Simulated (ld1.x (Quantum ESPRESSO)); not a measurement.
# PBE TM dataset for sulfur, scalar-relativistic all-electron reference.

* Element: sulfur
* Generator: ld1.x (Quantum ESPRESSO) 7.5
* Type: norm-conserving Troullier–Martins (Kleinman–Bylander form)
* Functional: PBE
* Relativity: scalar-relativistic
* Frozen core: [Ne]
* Valence charge: 6
* Reference configuration: 3s2 3p4
* Partial waves: 3s (bound): rc 1.10 bohr; 3p (bound): rc 1.76 bohr; 3d channel at 0.35 Ry: rc 0.95 bohr
* Local potential: the d channel
* Core correction: none

All-electron outer shells of the reference configuration (PBE, scalar-relativistic, ld1.x):

```csv
shell,level (eV),outermost node (bohr),outermost maximum (bohr)
2s,-211.71,0.13,0.39
2p,-156.51,–,0.33
3s,-17.26,0.60,1.40
3p,-7.01,0.58,1.61
```

Results:

| Quantity | Value |
| --- | --- |
| Cutoffs needed | 60 Ry and 140 Ry (the cutoffs (Ry, on a coarse ladder) from which the occupation-weighted sum of valence levels, in a spherical-Bessel basis at the reference potential, stays within 10 and 1 mRy of its value at 400 Ry) |
| Ghost test | ghost state, extra bound levels that the all-electron valence spectrum of the same l lacks: s at -59.6 eV; a true bound ghost makes a file unfit for plane-wave use (spherical-Bessel basis up to 400 Ry, 20 bohr box) |
| Largest excitation error | +56 meV (all-electron minus pseudo) for 3s2 3p0, out of 7 test configurations |

Generation and tests took about 1.3 s on one core of a shared server CPU.
